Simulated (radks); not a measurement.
Problem. The mean radii <r> (bohr) of the occupied orbitals of an atom or ion are listed with their occupations. All-electron calculation, Dirac Kohn-Sham, PBE, spin-unpolarised, spherical densities, point nucleus. Program: a radial shooting solver on a logarithmic mesh with Libxc functionals.

orbital  occ.      <r>
1s1/2       2  0.05409
2s1/2       2   0.2447
2p1/2       2   0.2131
2p3/2       4   0.2163
3s1/2       2   0.7283
3p1/2       2   0.7514
3p3/2       4   0.7602
3d3/2       4   0.8385
3d5/2       2   0.8419

Name the element and its charge. Open shells, if any, fill j = l - 1/2 first.

Solution. Z = 28, nickel, charge +4: Ni4+ in [Ar] 3d6. The 1s radius gives Z: for a bare nucleus <r> = (2 gamma + 1)/(2Z) with gamma = sqrt(1 - (Z/c)^2), 0.05282 bohr for Z = 28, and screening makes it slightly larger (0.05409 here). The occupations add up to 24, and the charge is Z minus that.
